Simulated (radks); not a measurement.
Results of a calculation; reference values are marked as such.
Cs44+, 11 electrons, occupied as [Ne] 3s1.

Code: a radial shooting solver on a logarithmic mesh with Libxc functionals. Model: Dirac Kohn-Sham, PBE, spin-unpolarised, spherical densities, finite nucleus; Fermi nuclear charge, rms radius 4.8041 fm.

Energy parts (eV):
| part | energy |
|---|---|
| total | -161094.66 |
| kinetic | 173757.50 |
| electron-nucleus | -348895.84 |
| Hartree | 16723.11 |
| exchange-correlation | -2679.43 |

Orbitals (lengths in bohr, moments of r in powers of bohr):
orbital  occ.  eigenvalue (eV)      <r^2>
1s1/2       2        -38766.90  0.0009234
2s1/2       2        -8420.544    0.01420
2p1/2       2        -8132.802    0.01040
2p3/2       4        -7766.249    0.01157
3s1/2       1        -3448.790    0.07892

The highest occupied level is 3s1/2 at -3448.8 eV. Summed over all electrons, <r^2> = 0.1762 bohr^2, which gives a Langevin (diamagnetic) susceptibility term of -0.14 x 10^-6 cm^3/mol. For comparison, the ionisation energy in NIST's Atomic Spectra Database is 3485 eV (theoretical). In exact Kohn-Sham theory the highest level is minus the ionisation energy, but local and semilocal functionals leave it too shallow, through self-interaction and a potential that decays too fast; potentials with the right tail come closer. The density falls to 0.001 e/bohr^3 at r = 0.67 bohr. The electron density at the nucleus is 2.938e+05 e/bohr^3.

Beside tabulated values, note that spin-unpolarised runs miss the spin-polarisation part of the exchange energy of open shells.
